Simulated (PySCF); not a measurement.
Excitations are Tamm–Dancoff values on a coarser integration grid. The basis has no diffuse functions, so Rydberg states are missing or too high.

Cartesian coordinates (Å):
SMILES: CC[Si](S)(S)CC
```xyz
19

C     -1.7586    -1.3928    -0.6104
C     -1.1851    -0.7871     0.6687
Si    -0.1996     0.7923     0.4081
S      0.7031     1.4714     2.2466
S     -1.6327     2.2184    -0.3462
C      1.2397     0.5702    -0.7804
C      2.2379    -0.5099    -0.3696
H     -2.3324    -2.3091    -0.4011
H     -0.9636    -1.6615    -1.3241
H     -2.4334    -0.6911    -1.1250
H     -1.9888    -0.5666     1.3924
H     -0.5130    -1.4997     1.1779
H     -0.4697     1.6163     2.9010
H     -0.7547     3.2436    -0.3977
H      0.8027     0.3502    -1.7700
H      1.7417     1.5475    -0.8872
H      3.0635    -0.5929    -1.0937
H      2.6827    -0.2985     0.6153
H      1.7602    -1.5005    -0.3046
```
Charge 0, spin multiplicity 1.

Q: Give the HOMO, S1–T1 gap (TDA) and dipole moment at the level PBE-D3(BJ)/def2-TZVP // PBE0-D4/def2-SVP run with PySCF 2.14.0.

A: 
```yaml
HOMO: -5.83 eV
S1–T1 gap (TDA): 0.27 eV
dipole_moment: 1.18 D
```
